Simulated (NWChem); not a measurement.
Molecule: P$_{2}$H$_{3}$, doublet; SMILES [PH]P

All runs: NWChem. Pople sets run with spherical d functions. Spin-unrestricted. No stability test was run on the SCF state. Level UHF/6-31G*: optimisations from one semi-empirical or force-field start; each run changes one setting, and all end within 0.3 mHa of each other.

| setting | optimisation steps |
|---|---|
| redundant internal coordinates, default thresholds | 5 |
| loose thresholds | 4 |
| trust radius 0.05 | 8 |
| tight thresholds | 32 |
| symmetry off | 6 |
